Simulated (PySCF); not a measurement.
## Structure from NMR data

An unknown has the formula C₅H₉NO. Its calculated NMR data are:

¹H NMR (400 MHz, computed): δ 4.12 (br, 1H), 2.93 (m, 2H), 2.06 (m, 2H), 1.43 (m, 2H), 1.42 (m, 2H).

¹³C{¹H} NMR (computed): δ 177.3 (C), 38.9 (CH2), 30.3 (CH2), 22.9 (CH2), 20.8 (CH2).

In vacuum, fast rotation and ring inversion assumed for equivalent nuclei, no relativistic terms, one computed conformer. PBE0-D3(BJ)/def2-SVP structure; spin–spin couplings from B3LYP/pcJ-1 (spin–dipole term only in couplings to heteroatoms); shielding tensors at HF/pcSseg-1 (GIAO); PySCF.

Shifts are taken against calculated references (same method and geometry level): TMS for ¹H (σ = 31.69 ppm), ¹³C (σ = 190.85 ppm).

Question: What is the structure?

Answer: 
Rings plus π bonds: 2 (1 ring in the answer). 5 carbon signals for 5 carbons: no two carbons are equivalent. Carbon types of the structure: 1 × C, 4 × CH2, leaving 1 H on heteroatoms. δC 177.3: amide carbonyl carbon; lone-pair donation from the attached heteroatom keeps it upfield of a ketone carbonyl. δC 38.9: sp3 CH2 bonded to N; deshielded by the electronegative neighbour. δC 30.3: sp3 CH2 α to a carbonyl; the adjacent C=O deshields it moderately. δC 22.9, 20.8: sp3 CH2 in a ring; saturated and bonded to C and H only. δH 4.12: hydrogen on an amide-type nitrogen; exchangeable, gas-phase position. δH 2.93: hydrogen on an sp3 CH2 bonded to N; its carbon carries N, which withdraws density. δH 2.06: hydrogen on an sp3 CH2 α to a carbonyl; α to C=O.

The compound is SMILES O=C1CCCCN1.

The data come from this structure; uniqueness wasn't tested.

The OH or NH signal is concentration- and solvent-dependent in practice; the value given is the gas-phase one. Amide-type NH protons are broadened by 14N but still split neighbouring CH signals. Splittings below 1 Hz are ignored in the labels, and close J values are merged. Couplings among chemically equivalent protons are left out too, so labels in AA′BB′ or AA′XX′ sets are apparent multiplicities. Unscaled 3J(H,H) at this level run about 10 % above measured values. Shifts are as computed. Against solution values, carbons near 30 ppm lie about -0 ppm off and those near 130 ppm about +7 ppm. Of 1211 compounds with measured shifts, 218 miss one by over three times the rms of a fit or turn the order of signals round; such compounds aren't used in these exercises. The C=O carbon of an acid or of an amide with N–H lies up to 10 ppm further downfield in solution, through hydrogen bonding that the calculation lacks.
